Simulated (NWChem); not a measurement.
Species: stibine (SbH$_{3}$); SMILES [SbH3]

Results from NWChem. All runs use the structure optimised with PBE0-D3(BJ)/def2-TZVP. def2 effective core potentials on Sb; no spin-orbit coupling. Ions are spin-unrestricted doublets at the neutral geometry; other ion states weren't tried.

```tsv
level	basis functions	vertical ionisation energy, ΔSCF (eV)	−ε(HOMO) (eV)	ΔSCF minus −ε(HOMO) (eV)
PBE0/def2-SVP	41	9.87	7.44	2.43
PBE0/def2-SVPD	56	9.87	7.47	2.40
PBE0/def2-TZVP	68	9.88	7.53	2.35
PBE0/def2-TZVPD	83	9.88	7.53	2.35
PBE0/def2-TZVPP	92	9.87	7.53	2.34
```
